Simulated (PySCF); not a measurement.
A structure optimised at PBE-D3(BJ)/def2-SVP, used in a PySCF frequency run:

```
N
C 1 1.4064
C 2 1.4145 1 117.55
C 3 1.3945 2 118.94 1 0.00
N 4 1.3342 3 123.96 2 0.00
C 5 1.3520 4 118.36 3 0.00
H 3 1.0973 4 122.28 5 180.00
H 4 1.1053 5 116.16 6 180.00
C 6 1.4125 5 120.09 4 180.00
C 9 1.3946 6 121.04 5 180.00
C 10 1.3946 9 120.49 6 0.00
H 11 1.0965 10 123.15 9 180.00
H 9 1.0965 10 123.15 11 180.00
H 10 1.1005 9 119.76 13 0.00
C 11 1.4125 12 115.81 10 180.00
N 15 1.3520 11 120.09 12 0.00
C 16 1.3342 15 118.36 11 180.00
C 17 1.3945 16 123.96 15 0.00
H 18 1.0973 17 122.28 16 180.00
H 17 1.1053 16 116.16 15 180.00
```
Charge 0, spin multiplicity 1.

### Question
Write its SMILES, formula and point group.

### Answer
C1=CC2=NC=CC3=CC=NC(=C1)N32, C10H7N3, C2v

### Question
What are its rotational constants (standard atomic weights)?

### Answer
1.1654, 1.1188, 0.57081 GHz
